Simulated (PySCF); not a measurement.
Below is a simulated gas-phase Ti 2p photoelectron spectrum of (OH)3Ti-O-SiH3, H6O4SiTi.

Every computed line was given a Gaussian of 1.0 eV full width at half maximum and an area set by the number of equivalent atoms (split 2:1 within a doublet); the highest printed point is 100. Level of theory: PySCF, delta-SCF UKS SCAN, pcX-2 on the ionised atom (unc-x2c-TZVPall on a metal), pcseg-1 elsewhere, spin-free X2C.

| binding energy (eV) | intensity |
| --- | --- |
| 462.0 | 0 |
| 462.2 | 1 |
| 462.4 | 5 |
| 462.6 | 15 |
| 462.8 | 33 |
| 463.0 | 59 |
| 463.2 | 86 |
| 463.4 | 100 |
| 463.6 | 93 |
| 463.8 | 69 |
| 464.0 | 41 |
| 464.2 | 20 |
| 464.4 | 8 |
| 464.6 | 2 |
| 464.8 | 1 |
| 465.0 | 0 |
| 465.2 | 0 |
| 465.4 | 0 |
| 465.6 | 0 |
| 465.8 | 0 |
| 466.0 | 0 |
| 466.2 | 0 |
| 466.4 | 0 |
| 466.6 | 0 |
| 466.8 | 0 |
| 467.0 | 0 |
| 467.2 | 0 |
| 467.4 | 0 |
| 467.6 | 0 |
| 467.8 | 0 |
| 468.0 | 1 |
| 468.2 | 4 |
| 468.4 | 10 |
| 468.6 | 22 |
| 468.8 | 36 |
| 469.0 | 47 |
| 469.2 | 50 |
| 469.4 | 42 |
| 469.6 | 29 |
| 469.8 | 16 |
| 470.0 | 7 |
| 470.2 | 2 |
| 470.4 | 1 |
| 470.6 | 0 |

**Question.** Count the maxima, the lines and the sites behind this envelope.

**Answer.** The curve has 2 maxima (at 463.4 and 469.1 eV). Under it lie 2 lines from 1 inequivalent titanium site, drawn as a 2p3/2, 2p1/2 pair.

**Question.** Decompose the envelope and assign each component. Bonds: Ti1–O2, Ti1–O3, Ti1–O4, Ti1–O5, O5–Si6. Hydrogens: H7 on O2; H8 on O3; H9 on O4; H10, H11, H12 on Si6.

**Answer.** 
```tsv
position (eV)	relative area	line	atoms	environment
463.44	0.67	Ti 2p3/2	Ti1	titanium bonded to 4 O
469.15	0.33	Ti 2p1/2	Ti1	titanium bonded to 4 O
```

**Question.** What are the centre and the root-mean-square width of the whole band?

**Answer.** The area-weighted mean of the lines is 465.34 eV. Their own spread about it is 2.69 eV (rms) and each Gaussian has σ = 1.0/2.355 = 0.42 eV; the variances add, which gives 2.73 eV.

No satellites, vibrations or lifetime broadening are included. The 2p values aren't plain energy differences: one relaxed spin-free 2p hole is combined with a matrix within the shell (ground-state 2p orbital-energy differences and spin–orbit coupling). 2p3/2, the mean of its two sublevels, lies a third of the splitting below the shell's mean and 2p1/2 two thirds above it; the statistical areas are 2:1. 2p1/2 minus 2p3/2 (ligand field included): Ti 5.72 eV. Satellites of the metal's 2p lines aren't described. Geometry: PBE0-D3(BJ)/def2-SVP; no solvent, vibrations or thermal averaging. Metal 2p energies of this one-determinant scheme are less reliable than its 1s energies.
